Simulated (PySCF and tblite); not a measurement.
C11H14S, numbered as in [CH3:1][CH:2]([CH3:3])[c:4]1[c:5]([SH:6])[cH:7][cH:8][c:9]2[c:10]1[CH2:11][CH2:12]2. Conformers came from 90 starts (ETKDG and KDG, MMFF94s, GFN2-xTB); geometries are GFN2-xTB. Energies: PBE0-D3(BJ)/6-31G*, with GFN2-xTB thermal terms (modes under about 100 cm⁻¹ blended into free rotors). Symmetry numbers and mirror images are counted. Conformers within 2.5 kcal/mol (GFN2-xTB free energy) were kept, 4 at most. GIAO shieldings: PBE0/6-31G*. Shifts are against TMS (¹H), TMS (¹³C) at the same level. (PySCF 2.14, tblite 0.8.)

Torsions listed: C1–C2–C4–C5, C4–C5–S6–H6. The 4-ring runs over atoms 9–10–11–12. Of a mirror pair one member is shown.

Two conformers hold nearly all the population. I: 4-ring flat; 94°, -40°; δ(H7) = 7.43 ppm. II: 4-ring flat; 143°, -178°; δ(H7) = 6.88 ppm. The average over the ensemble at 298.15 K is 7.04 ppm.

(1) What populations and free-energy difference follow from a two-state model?

The minima are those of GFN2-xTB; planar forms about aryl–S or allylic bonds may be saddles in DFT.

## Answers

(1) p(I) = (7.04 − 6.88)/(7.43 − 6.88) = 0.29, so K = p(II)/p(I) = 2.44 and G(II) − G(I) = −RT ln K = -0.53 kcal/mol. The weights computed directly are 29.7 % and 69.3 %, with 1.0 % in minor conformers.
